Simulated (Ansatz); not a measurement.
One change: `CSB(Cl)Cl` becomes `OB(Cl)Cl`.

Ansatz, PBE0-D4/def2-TZVP geometries, multiplicity 1. Each molecule was computed in one conformer, which needn't be the lowest.

```
                                                                                  property  `CSB(Cl)Cl`
                                                         HOMO energy (PBE/def2-TZVPP) / eV        -6.57
ideal-gas entropy at 298 K and 1 bar (rigid rotor, harmonic PBE0-D4/def2-TZVP) / J/(mol·K)          348
                                                     HOMO–LUMO gap (B3LYP/def2-TZVPP) / eV         6.23
                                            zero-point energy (PBE0-D4/def2-TZVP) / kJ/mol        120.8
                                                      HOMO–LUMO gap (PBE0/def2-TZVPP) / eV         6.63
                                          size of the dipole moment (B3LYP/def2-TZVPP) / D         2.20
```

Give the same properties after the change, and the shifts. (Estimate.)

Computed: 
```tsv
property	`OB(Cl)Cl`	shift
HOMO energy (PBE/def2-TZVPP) / eV	-7.63	-1.06
ideal-gas entropy at 298 K and 1 bar (rigid rotor, harmonic PBE0-D4/def2-TZVP) / J/(mol·K)	296	-52
HOMO–LUMO gap (B3LYP/def2-TZVPP) / eV	8.22	1.99
zero-point energy (PBE0-D4/def2-TZVP) / kJ/mol	57.0	-63.8
HOMO–LUMO gap (PBE0/def2-TZVPP) / eV	8.71	2.08
size of the dipole moment (B3LYP/def2-TZVPP) / D	1.77	-0.43
```

With PBE0 the HOMO falls by 1.33 eV and the LUMO rises by 0.75 eV, so the gap widens by about 2.08 eV. PBE moves the HOMO by -1.06 eV and ωB97M-V by -1.47 eV. The zero-point energy changes by -63.8 kJ/mol with -9 modes. Dipoles are sizes alone; their direction can turn.

B3LYP here is the variant with VWN-RPA as its local correlation; programs differ in this.
